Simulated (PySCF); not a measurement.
## Ni²⁺: excitation energy

Ni²⁺ [Ar] 3d8 (3F) → Ni²⁺ [Ar] 3d7 4p1 (high-spin determinant), as a difference of total energies. Calculation: PySCF 2.14, in ANO-RCC-VTZP (6s5p3d2f1g, 59 functions); the spin-free X2C one-electron Hamiltonian (Gaussian nucleus). Correlated levels: valence: [Ar] frozen. The calculations carry no spin-orbit coupling.

| method | excitation energy (cm⁻¹) |
| --- | --- |
| UHF | 96882 |
| MP2 (valence) | 111520 |
| SCS-MP2 (valence) | 112230 |
| CCSD (valence) | 108890 |
| CCSD(T) (valence) | 109350 |

A first-order spin-orbit estimate (lowest level to lowest level, LS coupling) adds 0.031 eV.

The basis was made for the ground configuration and has no added diffuse functions, so the excitation energy can come out too high.

The determinant of the upper state mixes LS terms, which raises its energy above the lowest term, most at the Hartree-Fock and MP2 levels.
